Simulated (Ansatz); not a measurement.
Two structures of BH5OF2, closed shell, reached by relaxing down either side of one saddle point (PBE0-D4/def2-TZVP). Energies are electronic, without zero-point energy. Ansatz 0.2.0; basis: def2-TZVPP and def2-QZVPP; cores frozen in the correlated methods. Extrapolation: Hartree–Fock as exp(−7.88 √X), correlation as X^−2.97. First:

B1  (-0.718, -0.146, -0.696)
F2  (0.271, 0.826, -1.035)
H3  (-0.473, -1.224, -1.165)
H4  (-1.836, 0.289, -0.777)
H5  (0.477, -0.384, 1.076)
O6  (-0.492, -0.362, 0.906)
H7  (1.585, 0.494, -0.234)
F8  (2.048, 0.132, 0.518)
H9  (-0.861, 0.374, 1.408)
(Å)

Second:

```
atom    x (Å)    y (Å)    z (Å)
  B1  -1.0595  -0.4386  -0.4189
  F2   0.8802   1.1668  -1.1852
  H3  -0.5239  -1.2606  -1.0922
  H4  -1.9953   0.2144  -0.7698
  H5   0.9970  -0.3317   0.9826
  O6  -0.6132  -0.3333   0.8751
  H7   1.4752   0.7777  -0.5716
  F8   1.9105  -0.1325   0.7910
  H9  -1.0713   0.3381   1.3889
```

(1) Which bonds change from the first to the second?

(2) Give the saddle point's structure and its height above each. (To be estimated.)

T1 diagnostic: at most 0.012.

Answers

(1) BH₂F ([BH2][F]) + H₂O + HF → BH₃O ([BH2][OH]) + HF + HF; bonds formed: F2–H7, H5–F8; dative contacts that become bonds: B1–O6; bonds broken: B1–F2, H5–O6, H7–F8.

(2) The calculation gives: 14.26 kcal/mol above the first and 7.19 kcal/mol above the second (CCSD(T) at an estimated basis limit (MP2 extrapolated from triple and quadruple zeta, plus CCSD(T) − MP2 in triple zeta)).
```json
{"atom": "B1", "x (Å)": "-0.7590", "y (Å)": "-0.2330", "z (Å)": "-0.5510"}
{"atom": "F2", "x (Å)": "0.4972", "y (Å)": "0.7902", "z (Å)": "-1.0489"}
{"atom": "H3", "x (Å)": "-0.5048", "y (Å)": "-1.2275", "z (Å)": "-1.1611"}
{"atom": "H4", "x (Å)": "-1.7346", "y (Å)": "0.4136", "z (Å)": "-0.7933"}
{"atom": "H5", "x (Å)": "0.8215", "y (Å)": "-0.2425", "z (Å)": "0.9726"}
{"atom": "O6", "x (Å)": "-0.4609", "y (Å)": "-0.3759", "z (Å)": "0.8767"}
{"atom": "H7", "x (Å)": "1.2573", "y (Å)": "0.5496", "z (Å)": "-0.3912"}
{"atom": "F8", "x (Å)": "1.8110", "y (Å)": "0.0557", "z (Å)": "0.6828"}
{"atom": "H9", "x (Å)": "-0.9280", "y (Å)": "0.2699", "z (Å)": "1.4133"}
```

Labels in which every atom is bracketed show which atoms are joined, not bond orders.

For scale, one of the runs: CCSD(T)/def2-TZVPP, 194 basis functions (an equivalent command: `ansatz run in.yaml --threads 4`). The run took 33 s on 4 CPU threads (shared host), with 2.5 GiB of host memory at its peak.
